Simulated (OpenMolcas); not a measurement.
Pd2+ (d8) among equal point charges was computed by CASSCF with the d shell active (OpenMolcas, ANO-RCC-VDZP on the metal). Its lowest spin-free states, and all those of the highest spin:

| 2S+1 | Degeneracy | E (cm-1) |
| --- | --- | --- |
| 3 | 1 | 0.0 |
| 3 | 2 | 1393 |
| 3 | 1 | 5033 |
| 1 | 1 | 6514 |
| 3 | 2 | 6905 |
| 3 | 1 | 9566 |
| 1 | 1 | 9598 |
| 1 | 1 | 13738 |
| 1 | 2 | 14723 |
| 1 | 1 | 17680 |
| 3 | 1 | 19162 |
| 1 | 1 | 21403 |
| 3 | 2 | 29619 |

Problem. Is the site octahedral, tetrahedral or cube-like, axial, or of lower symmetry?

Solution. The states with 2S+1 = 3 have orbital degeneracies 1, 2, 1, 2, 1, 1, 2. There are pairs but no triples, so the site is axial: not cubic, but with a proper or improper axis of order three or more. The run had Pd2+ among 4 point charges of -2.5 e arranged as a square (D4h), 2.45 Å from the ion.

Spin-orbit coupling mixes the spin-free states strongly: the lowest level takes only 65 % from its leading state, 3A2. Without dynamic correlation the repulsion within the d shell is too large (B by tens of per cent), so at a given field states of lower spin stand too high. This shell can be high or low spin here, a state of another spin lies low, and with metal d orbitals alone active their balance is uncertain, so the ground spin may be wrong. Point charges give a weaker field than real ligands, and real ions of this kind are as a rule low spin; the high spin found here belongs to the model. Point charges carry no covalency, so the field is a model and not that of real ligands. No measured value stands beside these numbers.
